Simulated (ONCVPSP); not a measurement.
# Varying the ONCV potential for tantalum (Ta)

Base potential:

```json
{
 "Element": "tantalum (Ta)",
 "Generator": "ONCVPSP 4.0.1",
 "Type": "optimised norm-conserving Vanderbilt (ONCV)",
 "Functional": "Wu-Cohen",
 "Relativity": "scalar-relativistic",
 "Frozen core": "[Kr] 4d10 4f14 5s2",
 "Valence charge": "11",
 "Reference configuration": "5p6 5d3 6s1 6p1",
 "Partial waves": "6s: rc 2.85 bohr, ncon 4, nbas 8, qcut 2.3 1/bohr, 2 projectors, debl 3.3 Ha; 5p+6p: rc 1.95 bohr, ncon 5, nbas 10, qcut 7.2 1/bohr, 2 projectors; 5d: rc 2.20 bohr, ncon 4, nbas 8, qcut 8 1/bohr, 2 projectors, debl 1.6 Ha",
 "Local potential": "polynomial inside 1.90 bohr (lpopt 5, dvloc0 -1 Ha)",
 "Core correction": "Teter function, fcfact 4.5, rcfact 1.5"
}
```

All-electron outer shells of the reference configuration (Wu-Cohen, scalar-relativistic, ld1.x):

| shell | level (eV) | outermost node (bohr) | outermost maximum (bohr) |
| --- | --- | --- | --- |
| 5s | -74.54 | 0.54 | 0.98 |
| 5p | -40.92 | 0.58 | 1.13 |
| 4f | -26.23 | – | 0.44 |
| 6s | -6.45 | 1.32 | 2.71 |
| 5d | -4.92 | 0.65 | 1.58 |
| 6p | -2.08 | 1.59 | 3.75 |

Cutoffs, loose and tight: the cutoffs (Ha) at which the residual kinetic energy of the hardest occupied pseudo-wave falls to 1 and 0.1 mHa per electron. They do not see the model core or the augmentation charge, which bear on the density cutoff. Test errors are all-electron minus pseudo excitation energies from the reference, over the configurations 5p6 5d3 6s2 6p0; 5p6 5d3 6s1 6p0; 5p6 5d3 6s0 6p0; 5p6 5d2 6s2 6p1. A dash means not determined; rows that change the core or the reference have their own tests.

```csv
change,outcome,"cutoff, loose","cutoff, tight",bound ghosts,GHOST(+) flags above zero,largest test error (meV)
base,generated,15 Ha,21 Ha,none,s,-28
p: qcut 4.4,generated,14 Ha,26 Ha,none,s,-28
p: qcut 5.7,generated,14 Ha,18 Ha,none,s,-28
p: qcut 6.6,generated,14 Ha,18 Ha,none,s,-28
p: qcut 7.7,generated,18 Ha,23 Ha,none,s,-28
p: qcut 9.6,generated,26 Ha,32 Ha,none,s,-29
```

(1) What comes out with this change to the base: p: qcut 8.6?

(2) What comes out with this change to the base: p: qcut 10.4?

Results:

(1) outcome: generated; cutoff, loose: 22 Ha; cutoff, tight: 27 Ha; bound ghosts: none; GHOST(+) flags above zero: s; largest test error (meV): -28.

(2) outcome: generated; cutoff, loose: 30 Ha; cutoff, tight: 36 Ha; bound ghosts: none; GHOST(+) flags above zero: s; largest test error (meV): -29.

Reading the sweep of the qcut of the p channel (base included, trends over the rows without a ghost): The loose cutoff rises from 14 Ha at 4.4 to 30 Ha at 10.4 1/bohr. The waves are optimised to have the least kinetic energy above qcut, so the cutoff follows it (qcut²/2 in Ha). The median size of the test errors (rows with all tests solved) stays near 7.9 meV.
